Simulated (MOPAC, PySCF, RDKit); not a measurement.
The same groups moved round the core (trisilane hydroxy). Gas-phase values, no solvent. One relaxed conformer stands for each flexible species; it need not be the lowest. Strings in code marks are SMILES.

Quantity: electronic energy of isomers of H8OSi3 relative to `O[SiH2][SiH2][SiH3]` (H–O–Si–Si torsion -178°, O–Si–Si–Si torsion -49°), in kcal/mol. Semi-empirical values (MOPAC) are differences of heats of formation. Force-field values (RDKit) are differences of steric energies, which aren't made for comparing isomers with other bonds.

Level 1: PBE-D3(BJ)/def2-TZVP // r2SCAN-D4/def2-TZVP (PySCF)
Level 2: PBE/6-31G* // r2SCAN-D4/def2-TZVP (PySCF)
Level 3: MMFF94, relaxed from the DFT geometry (RDKit)
Level 4: PM7 // r2SCAN-D4/def2-TZVP (MOPAC)

| species | level 2 | level 3 | level 4 |
|---|---|---|---|
| `O[SiH]([SiH3])[SiH3]` (H–O–Si–Si torsion 179°) | 1.40 | 25.8 | 1.61 |

### Question
What does level 1 give for each?

### Answer

- `O[SiH]([SiH3])[SiH3]` (H–O–Si–Si torsion 179°): 1.63
